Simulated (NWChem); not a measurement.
GeH3Br; SMILES [GeH3][Br]

```xyz
5

Ge     0.0000     0.0000    -1.1124
Br     0.0000     0.0000     1.2003
H      1.2162     0.8146    -1.5713
H     -1.3136     0.6460    -1.5713
H      0.0974    -1.4606    -1.5713
```
Atoms are numbered in this order, from 1.

Computed with NWChem. Pople sets run with spherical d functions. The geometry was optimised at PBE0/def2-SVP. Vzz is the largest principal value of the second derivative of the potential at the nucleus (NWChem prints the opposite sign); η is the asymmetry. Non-relativistic.

For level CAM-B3LYP/def2-SVP:

Vzz Br2 (a.u.): 5.117

Problem. How do the values read with level CAM-B3LYP/6-31G* instead?

Solution. Vzz Br2 (a.u.): 4.875
